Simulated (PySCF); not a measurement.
Br3HSi. Atoms are numbered in the order given.

```xyz
5

Si     0.0000     0.0000     0.6282
Br     1.7932    -1.0353    -0.1038
Br     0.0000     2.0706    -0.1038
Br    -1.7932    -1.0353    -0.1038
H      0.0000     0.0000     2.1029
```
Charge 0, spin multiplicity 1.

Geometry optimised at ωB97X-D3(BJ)/def2-SVP.

All values below come from M06-2X/def2-TZVP run with PySCF.

The molecule is in vacuum.

Computed frontier levels, gap, dipole moment and polarisability:
The highest occupied level is -9.76 eV. The lowest empty level comes out as -0.17 eV and the orbital gap is 9.59 eV. The dipole moment is 0.77 D, the quadrupole, principal values (traceless, Buckingham form, about the centre of nuclear charge) is -0.77, -0.77, 1.53 D·Å and the mean static polarisability is 80.7 bohr³ (11.96 Å³). The polarisability, principal values comes out as 64.3, 88.9, 88.9 bohr³.
